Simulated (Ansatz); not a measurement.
Species: WO, charge 0, triplet. WO (SMILES [O]=[W], triplet).
B3LYP-D3(BJ)/def2-TZVP minimum from Ansatz (an electronic-structure program):
```xyz
2

W      0.0000     0.0000    -0.1621
O      0.0000     0.0000     1.4990
```
Charge 0, spin multiplicity 3.

Atomisation energy term by term, kcal/mol (programs: Ansatz). UHF or UKS for unpaired electrons; spin-orbit terms are left out. Cores are frozen in correlated methods (noble-gas shells, and filled d and f shells in the p block). Past Kr the def2 sets carry scalar-relativistic core potentials. CBS(X,Y): correlation extrapolated as X^-3, Hartree-Fock from the larger set. A bracket is a step between two methods taken in the basis named. The UHF reference of OW ([O]=[W], triplet) is spin-contaminated (<S^2> up to 0.50 over the pure value in the sets run). The UHF reference of W ([W], quintet) is spin-contaminated (<S^2> up to 0.26 over the pure value in the sets run). The determinant of OW ([O]=[W], triplet) is a saddle point of the SCF energy; a lower one exists, which strains HF and MP2.

| term | basis | kcal/mol |
|---|---|---|
| Hartree-Fock | def2-QZVPP | 71.89 |
| CCSD correlation | CBS(def2-TZVPP,def2-QZVPP) | 86.01 |
| (T) | CBS(def2-TZVPP,def2-QZVPP) | 13.14 |
| CCSDT(Q) - CCSD(T) | def2-QZVPP | 0.62 |
| CCSDTQ - CCSDT(Q) | def2-SVP | -0.25 |
| sum: De |  | 171.4 |

The step beyond CCSD(T) by other levels: CCSDTQ in def2-SVP 2.47; CCSDT(Q) in def2-SVP 2.72; CCSDT(Q) in def2-TZVPP 1.08 kcal/mol.
